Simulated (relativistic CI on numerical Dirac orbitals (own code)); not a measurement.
Cr2+ in a cubic cluster: 3p photoemission with charge transfer

Computed with a charge-transfer multiplet model of a cubic metal-ligand cluster with up to one ligand hole, Slater and spin-orbit integrals from Dirac-Coulomb-Breit ions, Slater integrals scaled by 0.7. The parameters are those of a tetrahedral site (10Dq negative, t2 hopping the larger). The ground state mixes d4 with configurations of k ligand holes L, whose averages lie at kΔ + k(k − 1)U_dd/2; a core hole lowers each added d electron by U_cd. 20 K, Lorentzian 0.9 eV and Gaussian 0.8 eV FWHM.

Atomic integrals in eV (Slater integrals scaled, ζ unscaled), ground: F2dd 6.716, F4dd 4.172, zeta_d 0.027; with the core hole: F2dd 7.561, F4dd 4.735, zeta_d 0.032, zeta_core 0.680, F2cd 8.184, G1cd 10.165, G3cd 6.187.

Cluster parameters (eV): U_dd = 5.9, U_cd = 6.6, 10Dq = -0.4, 10Dq(ligand) = 0, V(eg) = 1.12, V(t2g) = -1.91, final-state hopping factor = 1.

Weights, n_d and S are thermal averages at 20 K. Binding energies count from the first peak over 30 % of the highest in each spectrum, which can be another peak from case to case. The parameters are a model scan and need not match a compound or its usual spin state. Peaks in eV (height, largest 100): 0.0 (100), 3.3 (50), 9.9 (15), 12.0 (25), 13.8 (17), 16.2 (26), 18.9 (8), 20.5 (7), 25.1 (7).

(1) Which parameters give this spectrum?
A. Δ = 6.2 eV
B. Δ = 5.2 eV
C. Δ = 7.2 eV

## Answers

(1) B. Δ = 5.2 eV; the ground state then has 4.22 d electrons and S = 2.00. The choice follows from running the model for each set and comparing peak positions and heights. The space is cut while the next configuration still counts.
